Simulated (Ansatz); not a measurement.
Reaction (hydrogenolysis of the Sn–C bond): `C#[C][SnH]([CH3])[CH3]` + H₂ → `C#[C][SnH2][CH3]` + CH₄

Computed with Ansatz on PBE0-D4/def2-TZVP structures; ΔE is electronic, products minus reactants. CCSD(T)/CBS is the MP2 limit (def2-TZVPP, def2-QZVPP) plus CCSD(T) − MP2 in def2-TZVPP, frozen cores. This one scheme is used for every species. DFT in def2-TZVPP. B3LYP here is the variant with VWN-RPA as its local correlation; programs differ in this. Elements past krypton have def2 core potentials. For Sn outer-core shells are correlated without core-valence functions, which leaves a few kJ/mol of doubt a bond.

```
             level  ΔE (kJ/mol)  difference from CCSD(T)/CBS
            PBE-D4        -38.4                         -5.9
         r2SCAN-D4        -40.6                         -8.1
           PBE0-D4        -42.1                         -9.6
          B3LYP-D4        -42.4                         -9.9
           ωB97X-V        -42.6                        -10.1
           ωB97M-V        -41.0                         -8.5
            B2PLYP        -44.0                        -11.5
               PBE        -43.7                        -11.2
            r2SCAN        -42.2                         -9.7
              PBE0        -46.8                        -14.3
             B3LYP        -50.7                        -18.2
     HF/def2-TZVPP        -63.5                        -31.0
    MP2/def2-TZVPP        -30.2                          2.3
SCS-MP2/def2-TZVPP        -36.6                         -4.1
   CCSD/def2-TZVPP        -42.7                        -10.2
CCSD(T)/def2-TZVPP        -37.9                         -5.4
     HF/def2-QZVPP        -63.0                        -30.5
    MP2/def2-QZVPP        -26.9                          5.6
SCS-MP2/def2-QZVPP        -33.6                         -1.1
      HF/CBS(def2)        -63.0                        -30.5
     MP2/CBS(def2)        -24.7                          7.8
    CCSD/CBS(def2)        -37.3                         -4.8
       CCSD(T)/CBS        -32.5                            0
```

Largest T1 diagnostic among the species: 0.013.

The D4 term adds +8.3 kJ/mol with B3LYP and +4.8 kJ/mol with PBE0; it sums over pairs of atoms, weighted by their polarisabilities, and B3LYP, whose exchange is more repulsive, gets the larger term. From PBE to PBE0 (25 % exact exchange), in def2-TZVPP and without D4, ΔE moves by −3.2 kJ/mol. In def2-TZVPP, CCSD(T) changes the Hartree–Fock value by +25.5 kJ/mol (the triples alone add +4.8 kJ/mol) and MP2 by +33.3 kJ/mol.
